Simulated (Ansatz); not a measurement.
Start from `B[SiH](C)CC` and change one atom or group to get `CC[SiH2]C`.

Ansatz, PBE0-D4/def2-TZVP geometries, multiplicity 1. Each molecule was computed in one conformer, which needn't be the lowest.

| property | `B[SiH](C)CC` |
| --- | --- |
| HOMO energy (ωB97M-V/def2-TZVPP) / eV | -9.90 |
| LUMO energy (B3LYP/def2-TZVPP) / eV | -2.38 |
| HOMO energy (PBE/def2-TZVPP) / eV | -6.49 |
| LUMO energy (PBE/def2-TZVPP) / eV | -3.16 |
| HOMO energy (B3LYP/def2-TZVPP) / eV | -7.54 |
| size of the dipole moment (B3LYP/def2-TZVPP) / D | 0.81 |

Q: Give the same properties after the change, and the shifts. (Best estimate.)

A: Ansatz gave: 
```json
{"property": "HOMO energy (ωB97M-V/def2-TZVPP) / eV", "`CC[SiH2]C`": "-10.48", "shift": "-0.58"}
{"property": "LUMO energy (B3LYP/def2-TZVPP) / eV", "`CC[SiH2]C`": "0.66", "shift": "3.04"}
{"property": "HOMO energy (PBE/def2-TZVPP) / eV", "`CC[SiH2]C`": "-6.95", "shift": "-0.46"}
{"property": "LUMO energy (PBE/def2-TZVPP) / eV", "`CC[SiH2]C`": "0.17", "shift": "3.33"}
{"property": "HOMO energy (B3LYP/def2-TZVPP) / eV", "`CC[SiH2]C`": "-8.04", "shift": "-0.50"}
{"property": "size of the dipole moment (B3LYP/def2-TZVPP) / D", "`CC[SiH2]C`": "0.80", "shift": "-0.01"}
```

With PBE0 the HOMO falls by 0.53 eV and the LUMO rises by 3.13 eV, so the gap widens by about 3.66 eV. PBE moves the HOMO by -0.46 eV and ωB97M-V by -0.58 eV. Dipoles are sizes alone; their direction can turn.

B3LYP here is the variant with VWN-RPA as its local correlation; programs differ in this.
